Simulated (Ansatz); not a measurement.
Start from `C[S][AlH2]` and change one atom or group to get `FC[S][AlH2]`.

Ansatz, PBE0-D4/def2-TZVP geometries, multiplicity 1. Each molecule was computed in one conformer, which needn't be the lowest.

```csv
property,`C[S][AlH2]`
LUMO energy (ωB97M-V/def2-TZVPP) / eV,0.34
HOMO–LUMO gap (PBE/def2-TZVPP) / eV,4.08
HOMO–LUMO gap (ωB97M-V/def2-TZVPP) / eV,9.72
LUMO energy (PBE0/def2-TZVPP) / eV,-1.28
HOMO–LUMO gap (B3LYP/def2-TZVPP) / eV,5.51
HOMO energy (ωB97M-V/def2-TZVPP) / eV,-9.38
```

What does the change do to each property? (An estimate is asked.)

Computed: 
```
                               property  `FC[S][AlH2]`  shift
  LUMO energy (ωB97M-V/def2-TZVPP) / eV           0.77   0.43
    HOMO–LUMO gap (PBE/def2-TZVPP) / eV           3.94  -0.14
HOMO–LUMO gap (ωB97M-V/def2-TZVPP) / eV           9.95   0.23
     LUMO energy (PBE0/def2-TZVPP) / eV          -0.93   0.35
  HOMO–LUMO gap (B3LYP/def2-TZVPP) / eV           5.62   0.11
  HOMO energy (ωB97M-V/def2-TZVPP) / eV          -9.17   0.21
```

With PBE0 the HOMO rises by 0.22 eV and the LUMO rises by 0.35 eV, so the gap widens by about 0.13 eV. PBE moves the HOMO by 0.31 eV and ωB97M-V by 0.21 eV.

B3LYP here is the variant with VWN-RPA as its local correlation; programs differ in this.
